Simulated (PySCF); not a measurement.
C₂H₆N₂OSi, SMILES C[Si@@H](N)OC#N. Heavy atoms are numbered as in [CH3:1][Si@@H:2]([NH2:3])[O:4][C:5]#[N:6]. Hydrogens are named by the atom that carries them.

Geometry: r2SCAN-D4/def2-SVP. The structure was generated by enumeration; whether it is a known compound was not checked. The values are those of a single conformer.

Method: r2SCAN/def2-TZVP in PySCF.

Atomic charges (e), one atom of each kind:

| atom | Mulliken | meta-Löwdin |
|---|---|---|
| C1 (CH3) | -0.48 | -0.64 |
| Si2 (SiH) | 0.56 | 1.10 |
| N3 (NH2) | ? | -0.73 |
| O4 | -0.31 | -0.50 |
| C5 | 0.15 | 0.28 |
| N6 | -0.21 | -0.34 |
| H on C1 | ? | 0.14 |
| H on Si2 | ? | -0.12 |
| H on N3 | ? | 0.25 |

Problem. Some entries are withheld; supply them. (The exact figures need the calculation; the answer reports its results.)

Solution. 
- N3 (NH2), Mulliken: -0.63
- H on C1, Mulliken: 0.13
- H on Si2, Mulliken: -0.02
- H on N3, Mulliken: 0.25

Computed Mayer and Wiberg (Löwdin basis) orders of the bonds:
| bond | Mayer | Wiberg |
|---|---|---|
| C1–Si2 | 1.03 | 1.23 |
| Si2–N3 | 1.26 | 1.59 |
| Si2–O4 | 0.85 | 1.17 |
| O4–C5 | 1.22 | 1.93 |
| C5–N6 | 2.91 | 3.32 |
